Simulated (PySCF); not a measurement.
**Computed structure and properties of WO2F2**

System: WO2F2 (singlet); start: template (C2v). Method: PySCF 2.14.0, RKS TPSS, W def2-SVP with ECP60, O def2-SVP, F def2-SVP; non-relativistic Hamiltonian with scalar-relativistic core potentials where named; density fitting; no spin-orbit coupling.

Input of the relaxation:

```python
mol = gto.M(atom='''
W      0.00000     0.00000     0.04028
O      0.87160     0.87160     0.91188
O     -0.87160    -0.87160     0.91188
F      1.00300    -1.00300    -0.96272
F     -1.00300     1.00300    -0.96272''',
    basis={'W': 'def2-SVP', 'O': 'def2-SVP', 'F': 'def2-SVP'},
    ecp={'W': 'def2-SVP'},
    charge=0, spin=0)
mf = dft.RKS(mol, xc='TPSS')
mf.grids.atom_grid = (50, 194)
mf = mf.density_fit()  # fitting sets: W def2-universal-JKFIT, O def2-universal-JKFIT, F def2-universal-JKFIT
mf.conv_tol = 1e-08; mf.max_cycle = 55
mf.kernel(dm0)  # dm0: converged density of the start geometry
# quasi-Newton relaxation in Cartesian coordinates to a largest gradient under 0.00045 Eh/bohr, steps kept in the point group
```

Run from Python with OMP_NUM_THREADS=2; the lines above give its settings. Where DIIS fails, smearing, a level shift and second-order steps follow.
It took 23 s on 2 threads of Arm Neoverse V1, with other jobs on the host, from the converged density of the start.

Course of the relaxation:

```tsv
step	energy above end (eV)	largest force component within the symmetry (eV/Å)
0	4.6207	18.524
1	0.3426	6.433
2	0.0176	0.885
3	0.0027	0.198
4	0.0000	0.093
5	-0.0001	0.035
6	0.0000	0.010
```

Relaxed geometry (C2v):

```xyz
5

W     0.0000    0.0000   -0.0270
O     0.9668    0.9668    1.0095
O    -0.9668   -0.9668    1.0095
F     1.1182   -1.1182   -1.0267
F    -1.1182    1.1182   -1.0267
```

```csv
contact,Å
W1–O2 (O),1.716
W1–O3 (O),1.716
W1–F4 (F),1.871
W1–F5 (F),1.871
```

On the finer grid (75, 302):

```
HOMO                                                         : -8.15 eV
LUMO                                                         : -3.39 eV
Dipole about the centre of mass                              : 1.76 D
Set of Mulliken populations of W1 outside the core potential : s 2.37, p 6.33, d 3.83, f 0.22
D3(BJ) dispersion energy (not in the energies)               : -0.113 eV
```

| atom | Mulliken (e) | Löwdin (e) | spin (e) |
| --- | --- | --- | --- |
| W1 | 1.25 | 0.48 | 0.00 |
| O2 | -0.33 | -0.12 | 0.00 |
| O3 | -0.33 | -0.12 | 0.00 |
| F4 | -0.30 | -0.12 | 0.00 |
| F5 | -0.30 | -0.12 | 0.00 |

No frequency check is given here. The steps kept the symmetry C2v of the start, so a lower state may lie off it.

Rigid scan of O along the line from its metal, all other atoms held (where the atom bridges, its other bond changes as well):

(distance to O2 (Å), energy (eV)): (1.42, 4.241), (1.52, 1.555), (1.62, 0.323), (1.72, 0.000), (1.82, 0.228), (1.92, 0.777), (2.02, 1.496), (2.17, 2.696)

Taking off one F (charge -1, singlet; the rest: singlet) in vacuum, both parts rigid, costs 14.56 eV; the small basis without counterpoise inflates it. Most of it is the attraction of opposite charges; other ways to part are cheaper, and one spin state was tried for the rest.

Rigid scan of F along the line from its metal, all other atoms held (where the atom bridges, its other bond changes as well):

(distance to F4 (Å), energy (eV)): (1.57, 2.413), (1.67, 0.890), (1.77, 0.187), (1.87, 0.000), (1.97, 0.130), (2.07, 0.448), (2.27, 1.344), (2.57, 2.792), (2.97, 4.372), (3.47, 5.631)

One start shape was tried, so this needn't be the lowest isomer.
